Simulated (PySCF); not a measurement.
# Radial density of S (sulfur, neutral)

TPSS, [Ne] 3s2 3p3 4s1, high-spin 5S determinant (an excited configuration). Calculation: PySCF 2.14, in dyall-acv3z; no relativity, point nucleus.

```
r (bohr)  4πr²ρ (e/bohr)  4πr²(ρα − ρβ)
 0.00157         0.07909         0.0000
 0.00265          0.2162         0.0001
 0.00445          0.5774         0.0002
 0.00749           1.483         0.0005
  0.0126           3.563         0.0013
  0.0212           7.667         0.0030
  0.0356           13.72         0.0079
  0.0599           18.21         0.0258
   0.101           15.77         0.0952
   0.170           12.03         0.2753
   0.285           16.78         0.3986
   0.480           13.86         0.0668
   0.807           3.889         0.3552
    1.36           3.336         1.7847
    2.28           1.691         1.0997
    3.84          0.3541         0.3261
    6.46          0.1542         0.1542
    10.9       0.0007965         0.0008
```

The outer electron is Rydberg-like, and this basis confines it to a smaller radius and binds it less than a complete one would.
